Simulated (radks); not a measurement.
The numbers below are computed, except where a source is named.
Species: Nd. Configuration: [Kr] 4d10 4f4 5s2 5p5 6s2 6p1 (not the ground configuration). Code: a radial shooting solver on a logarithmic mesh with Libxc functionals. Model: Dirac Kohn-Sham, PBEsol, spin-unpolarised, spherical densities, point nucleus; open shells fill j = l - 1/2 first.

Spin-orbit splittings of the eigenvalues, e(l+1/2) - e(l-1/2), with zeta = 2 splitting/(2l+1) and mean radii in bohr:

| shell | occ. | splitting (eV) | zeta (eV) | <r> j=l-1/2 | <r> j=l+1/2 |
|---|---|---|---|---|---|
| 2p | 6 | 519.8 | 346.5 | 0.08423 | 0.09065 |
| 3p | 6 | 103.7 | 69.16 | 0.2557 | 0.2682 |
| 3d | 10 | 22.44 | 8.974 | 0.2395 | 0.2434 |
| 4p | 6 | 22.52 | 15.01 | 0.6241 | 0.6525 |
| 4d | 10 | 3.974 | 1.590 | 0.7020 | 0.7122 |
| 4f | 4 | 0.4172 | 0.1192 | 1.053 | 1.067 |
| 5p | 5 | 3.192 | 2.128 | 1.634 | 1.719 |
| 6p | 1 | 0.2693 | 0.1795 | 5.055 | 5.314 |
